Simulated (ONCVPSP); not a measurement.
# W, ONCV: configuration errors across variants

* Element: W (Z = 74)
* Generator: ONCVPSP 4.0.1
* Type: optimised norm-conserving Vanderbilt (ONCV)
* Functional: PBEsol
* Relativity: scalar-relativistic
* Frozen core: [Xe] 4f14
* Valence charge: 6
* Reference configuration: 5d5 6s1
* Partial waves: 6s: rc 2.90 bohr, ncon 4, nbas 8, qcut 1.9 1/bohr, 2 projectors, debl 3.7 Ha; p scattering state at 0.1 Ha: rc 2.65 bohr, ncon 3, nbas 6, qcut 3 1/bohr, 2 projectors, debl 3.6 Ha; 5d: rc 2.55 bohr, ncon 3, nbas 7, qcut 6.3 1/bohr, 1 projector
* Local potential: polynomial inside 1.80 bohr (lpopt 5, dvloc0 0 Ha)
* Core correction: Teter function, fcfact 1.75, rcfact 1.3

In the p channel the program set the typed energies aside and used 0.050, 3.650 Ha.

All-electron excitation energies from the reference (eV): (1) 5d4 6s2 -1.543; (2) 5d4 6s1 7.382; (3) 5d4 6s0 23.078; (4) 5d4 6s1 6p1 3.003.

1 further variants failed, have other tests or too few solved ones, and are left out.

A true bound ghost makes a file unfit for plane-wave use even where its test errors are small: the radial tests pick states by their node count and pass the ghost by.

Errors AE − PS in meV (a dash: test not solved or not reliable):

```tsv
change	(1)	(2)	(3)	(4)	bound ghosts	GHOST(+) flags above zero
base	+5.2	-5.4	-31	-26	none	s, p
p: qcut 4.5	+5.2	-5.4	-31	–	none	s, p
local potential polynomial inside 1.80 bohr (lpopt 5, dvloc0 4.5 Ha)	+3.7	-8.3	-35	-28	none	s, p
p: rc 3.54	+5.2	-5.4	-31	-26	none	s, p
s: rc 2.24	-14	-12	-12	-30	none	s, p
p: nproj 3	+5.2	-5.4	-31	-26	none	s, p
s: qcut 1.4; p: qcut 2.1; d: qcut 4.5	+37	+2.2	-49	-10	none	s, p
core correction Teter function, fcfact 1.75, rcfact 1.18	+6.9	-3.6	-18	-23	none	s, p
local potential polynomial inside 2.30 bohr (lpopt 5, dvloc0 0 Ha)	+3.7	-8.3	-36	-28	none	s, p
d: nbas 8	+5.4	-5.4	-31	-26	none	s, p
```

(1) Give the same row for: s: debl 0.2.

Results:

(1) +3.2, -8.7, -31, -28; bound ghosts: s; GHOST(+) flags above zero: s, p.
